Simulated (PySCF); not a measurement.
Al(Me)(Cl) (CH3AlCl), SMILES [CH3][Al][Cl], multiplicity 2. Geometry optimised at B3LYP-D3(BJ)/def2-TZVP. The spin state was assumed, not searched. The isomer is the one that the SMILES or the coordinates give; other isomers of the formula were not compared.

**Question.** Give the equilibrium geometry at B3LYP-D3(BJ)/def2-TZVP (PySCF confirms it by a frequency run) as a Z-matrix, and its point group. (Estimate from the structure and the level; the computed values follow.)

**Answer.** point group Cs.
```
C
H 1 1.0896
H 1 1.0937 2 109.11
H 1 1.0937 2 109.11 3 -117.80
Al 1 1.9733 2 113.08 3 121.10
Cl 5 2.1351 1 115.66 2 180.00
```
Charge 0, spin multiplicity 2.
